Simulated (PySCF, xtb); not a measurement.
HNSi, SMILES [NH+]#[Si-].

GFN2-xTB (xtb) at its own geometry gives an orbital gap of 3.97 eV and a dipole moment of 1.82 D.

Geometry optimised at PBE0-D3(BJ)/def2-TZVPD.

Q: What does PBE/def2-TZVPD run with PySCF give? (An estimate is asked for; the answer gives what the named calculation found.)

A: gap 4.80 eV (levels -6.89 and -2.09 eV), dipole 0.16 D.
